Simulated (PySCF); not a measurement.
## Orbital picture of TbP

PBE0 at R = 2.325 Å; Tb x2c-SVPall, P x2c-SVPall; spin-free X2C with a Gaussian nucleus (PySCF 2.14). State: septet, about 8.1 electrons in the 4f shell (Mulliken), real f orbitals that mix terms. Only the outer orbitals are listed, counted within each symmetry.

```tsv
spin	orbital	occ.	ε (eV)	on Tb (%)	main shells (%)
α	17σ	1	-4.97	63	49 Tb s, 33 P p
α	9π	1	-4.89	47	53 P p, 43 Tb d
α	9π	1	-4.89	47	53 P p, 43 Tb d
α	18σ	0	-2.61	78	37 Tb d, 36 Tb s, 20 P p
α	4δ	0	-1.41	100	100 Tb d
α	4δ	0	-1.30	100	100 Tb d
β	3δ	1	-8.28	100	100 Tb f
β	16σ	1	-5.32	33	63 P p, 16 Tb s, 12 Tb d
β	8π	1	-5.02	33	67 P p, 25 Tb d
β	8π	1	-5.02	33	67 P p, 25 Tb d
β	17σ	0	-2.37	96	70 Tb s, 16 Tb d
β	1φ	0	-1.18	100	98 Tb f
β	1φ	0	-1.18	100	98 Tb f
```

Q: Which are the highest filled and the lowest empty level, where do they sit, and how wide is the gap?

A: Highest filled α 9π at -4.89 eV (in %: 53 P p, 43 Tb d); lowest empty α 18σ at -2.61 eV (in %: 37 Tb d, 36 Tb s, 20 P p); the gap at PBE0 is 2.28 eV.

```
bond order (Mayer)                              : 3.01
⟨S²⟩                                            : 12.222
charge on Tb (Mulliken, basis-dependent)        : 0.23
charge on Tb (Löwdin, basis-dependent)          : -0.03
dipole moment (positive dipole means Tb(−)P(+)) : -6.52 D
polarisability along the bond                   : 187.8 bohr³
polarisability across the bond                  : 75.4 bohr³
```

Spin–orbit coupling is left out. The state is the lowest single determinant that the PBE0 search found; with open d or f shells the true ground state can be another one.
